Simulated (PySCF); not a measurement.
**ORD: SMILES COC(F)=C=C=C=CF, C$_{6}$H$_{4}$F$_{2}$O**

Geometry (Å), atoms numbered from 1 in this order:
```xyz
13

C    -2.4567    0.4075   -0.0712
O    -2.3369   -0.3506   -1.2583
C    -1.1217   -0.7260   -1.6091
F    -1.1766   -1.4239   -2.7224
C     0.0199   -0.4735   -0.9838
C     1.1167   -0.2350   -0.3737
C     2.2194    0.0026    0.2386
C     3.3581    0.2912    0.8293
F     3.9088   -0.4725    1.7699
H    -3.5248    0.6184    0.0533
H    -2.0800   -0.1614    0.7935
H    -1.8921    1.3498   -0.1526
H     3.9659    1.1776    0.6124
```

Theory: PySCF, TDDFT CAM-B3LYP/aug-cc-pVDZ circular dichroism and optical rotation, one conformer, gas phase. Geometry: PBE0-D3(BJ)/def2-SVP.

No stereocentre is labelled: unless the shape is locked (an allene, a helicene, a hindered biaryl), the mirror image is equally populated and a measured rotation or CD is zero. Singlets 8 and 9 lie within 0.01 eV of each other, so their separate moments and overlaps can depend on how they mix.

Problem. What is the specific rotation at 633, 589.3, 546, 436 nm?

Solution. [α] in deg dm⁻¹ (g/mL)⁻¹:
```
λ (nm)  origin-invariant length gauge  modified velocity gauge  length gauge (centre of mass)  isotropic polarisability (au)
   633                          +74.2                    +67.1                          +71.9                          107.8
 589.3                          +88.2                    +79.2                          +85.5                          108.9
   546                         +106.7                    +94.7                         +103.4                          110.3
   436                         +191.7                   +150.2                         +184.9                          116.8
```

The shortest wavelength is close to the first absorption, where this undamped response comes out too large.

Problem. And for the mirror image at 589.3 nm?

Solution. -88.2 deg dm⁻¹ (g/mL)⁻¹ (origin-invariant length gauge): the same size and the opposite sign.

Problem. What is the molar rotation [Φ] = [α]·M/100 of the geometry above at 589.3 nm?

Solution. With M = 130.09 g/mol, +114.8 deg cm² dmol⁻¹ (origin-invariant length gauge).

The first excitation lies at 3.20 eV (387 nm) with R = -0.2 × 10⁻⁴⁰ esu² cm² (velocity form).
